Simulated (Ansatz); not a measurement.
Ansatz results at the PBE0-D4/def2-TZVP geometry: HOMO–LUMO gap (ωB97M-V/def2-TZVPP) 11.87 eV; size of the dipole moment (B3LYP/def2-TZVPP) 1.19 D; size of the dipole moment (ωB97M-V/def2-TZVPP) 1.19 D.

Each molecule was computed in one conformer, which needn't be the lowest.

(1) Which molecule gave them?
A. `[SiH3][C]1=[CH][GeH2]1`
B. `C[SiH2]B(C)C`
C. `BC(O)OC`
D. `CBC[SiH2]C`

Results:

(1) D. The others give `[SiH3][C]1=[CH][GeH2]1`: 10.20, 0.50, 0.55; `C[SiH2]B(C)C`: 10.24, 1.10, 1.12; `BC(O)OC`: 12.21, 3.86, 3.89.

B3LYP here is the variant with VWN-RPA as its local correlation; programs differ in this.
